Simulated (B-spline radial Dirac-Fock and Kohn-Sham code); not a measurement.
# Relativistic shifts of the levels of Lu³²⁺

System: lutetium as Lu³²⁺ in the configuration 1s2 2s2 2p6 3s2 3p6 3d10 4s2 4p6 4d3.

Both columns are ΔSCF binding energies of the configuration average from a B-spline atomic structure program: non-relativistic Hartree-Fock with a point nucleus, and Dirac-Fock with a finite nucleus and the Coulomb interaction alone, averaged over the two j levels with weights 2j+1.

```
shell  Hartree-Fock (eV)  Dirac-Fock (eV)  shift (eV)  shift (%)
   1s            60188.9          64902.7    +4713.84      +7.83
   2s            10965.2          12206.9    +1241.68     +11.32
   2p            10524.3          10933.6     +409.32      +3.89
   3s             3456.3           3766.6     +310.32      +8.98
   3p             3256.4           3372.1     +115.73      +3.55
   3d             2889.6           2874.7      -14.93      -0.52
   4s             1523.5           1620.6      +97.03      +6.37
   4p             1431.3           1469.1      +37.75      +2.64
   4d             1284.9           1284.0       -0.89      -0.07
```

Relativity binds 1s, 2s, 2p, 3s, 3p, 4s, 4p more strongly, among those listed most of all 2s in relative terms, and 3d, 4d more weakly, because the contracted s and p shells screen the nucleus better.

Values without a named source are computed, but for edge energies of neutral atoms, which are taken from tables.
